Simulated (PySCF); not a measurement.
Output of ΔSCF core-hole calculations on `C1=C[O][AlH2-][O+]=C1`.

Computed with delta-SCF UKS SCAN, pcX-2 on the ionised atom, pcseg-1 elsewhere, spin-free X2C in PySCF 2.14.0. The program numbers atoms from 0. The cycles run on a coarse integration grid; for E(ground) and E(ion) the exchange–correlation energy is redone on a finer one, so they differ from the last cycle, and only they enter the binding energy.

Coordinates (Å, GFN2-xTB):
```
C      1.366782     0.416117     0.002861
C      1.038478    -0.914494     0.227191
O     -0.142693    -1.365235     0.239863
Al    -1.747697    -0.533377    -0.009907
O     -0.877956     1.053371    -0.245432
C      0.353344     1.338239    -0.224611
H      2.395385     0.729982     0.006066
H      1.846762    -1.635637     0.407311
H     -2.341932    -0.981534    -1.357974
H     -2.507581    -0.493161     1.328440
H      0.622530     2.388399    -0.399771
```

```
ground state, core basis on atom 2 (O), 144 functions
  cycle   1  E = -510.66624444  |g| = 1.07e-01
  cycle   2  E = -510.66245413  |g| = 1.45e-01
  cycle   3  E = -510.66589126  |g| = 6.88e-02
  cycle   4  E = -510.66686566  |g| = 1.59e-02
  cycle   5  E = -510.66692328  |g| = 3.81e-03
  cycle   6  E = -510.66692717  |g| = 8.24e-04
  cycle   7  E = -510.66692788  |g| = 2.50e-04
  E(ground) = -510.70822523 Eh
hole in O 1s of atom 2
  cycle   1  E = -490.03078177  |g| = 2.23e+00
  cycle   2  E = -489.28250773  |g| = 2.32e+00
  cycle   3  E = -490.63008276  |g| = 6.64e-01
  cycle   4  E = -490.60676396  |g| = 6.81e-01
  ...
  cycle  11  E = -490.87062421  |g| = 1.34e-03
  cycle  12  E = -490.87064131  |g| = 7.32e-04
  cycle  13  E = -490.87064662  |g| = 3.45e-04
  E(ion) = -490.91263307 Eh   <S^2> = 0.7724   hole on atom = 1.000
```

Q: What is the O 1s binding energy of atom 2?

A: (-490.912633 − (-510.708225)) Eh × 27.2114 eV/Eh = 538.66 eV, for the oxygen bonded to Al and C.

```
ground state, core basis on atom 0 (C), 144 functions
  cycle   1  E = -510.50206317  |g| = 8.28e-01
  cycle   2  E = -509.95914091  |g| = 1.82e+00
  cycle   3  E = -510.61909352  |g| = 2.71e-01
  cycle   4  E = -510.63640706  |g| = 8.79e-02
  cycle   5  E = -510.63816623  |g| = 1.90e-02
  cycle   6  E = -510.63824860  |g| = 7.35e-03
  cycle   7  E = -510.63825956  |g| = 2.17e-03
  cycle   8  E = -510.63826057  |g| = 1.88e-03
  cycle   9  E = -510.63826297  |g| = 1.80e-04
  E(ground) = -510.68309436 Eh
hole in C 1s of atom 0
  cycle   1  E = -499.37415679  |g| = 1.52e+00
  cycle   2  E = -497.41634060  |g| = 2.19e+00
  cycle   3  E = -499.70627278  |g| = 6.42e-01
  cycle   4  E = -499.85050730  |g| = 4.94e-01
  ...
  cycle  10  E = -499.94865176  |g| = 9.10e-04
  cycle  11  E = -499.94865260  |g| = 5.28e-04
  cycle  12  E = -499.94865333  |g| = 1.33e-04
  E(ion) = -499.99329442 Eh   <S^2> = 0.7694   hole on atom = 1.000
```

Q: What is the C 1s binding energy of atom 0?

A: (-499.993294 − (-510.683094)) Eh × 27.2114 eV/Eh = 290.88 eV, for the alkene CH carbon.

```
ground state, core basis on atom 3 (Al), 155 functions
  cycle   1  E = -510.70917414  |g| = 2.60e-01
  cycle   2  E = -510.70164654  |g| = 2.18e-01
  cycle   3  E = -510.70098085  |g| = 2.13e-01
  cycle   4  E = -510.71086050  |g| = 3.37e-02
  cycle   5  E = -510.71109522  |g| = 1.50e-02
  cycle   6  E = -510.71115104  |g| = 2.61e-03
  cycle   7  E = -510.71115093  |g| = 1.59e-03
  cycle   8  E = -510.71115158  |g| = 3.56e-04
  E(ground) = -510.71873247 Eh
hole in Al 1s of atom 3
  cycle   1  E = -452.14934037  |g| = 3.97e+00
  cycle   2  E = -452.63287681  |g| = 1.83e+00
  cycle   3  E = -453.05096913  |g| = 4.17e-01
  cycle   4  E = -453.10128716  |g| = 2.82e-01
  ...
  cycle   8  E = -453.14179516  |g| = 1.46e-03
  cycle   9  E = -453.14179418  |g| = 1.88e-03
  cycle  10  E = -453.14179605  |g| = 2.11e-04
  E(ion) = -453.15129252 Eh   <S^2> = 0.7517   hole on atom = 1.000
```

Q: What is the Al 1s binding energy of atom 3?

A: (-453.151293 − (-510.718732)) Eh × 27.2114 eV/Eh = 1566.49 eV, for the aluminium bonded to 2 O and 2 H.

The ground state is recomputed for each atom, because the flexible core basis sits on the ionised atom alone; energies of different blocks can't be mixed. Isolated species at its GFN2-xTB geometry, gas phase.

Hardware: one thread of an Arm Neoverse N1, on a shared host. Cost: 70 s of wall time.
Labels such as C1 count atoms from 1, the log's own numbers from 0.
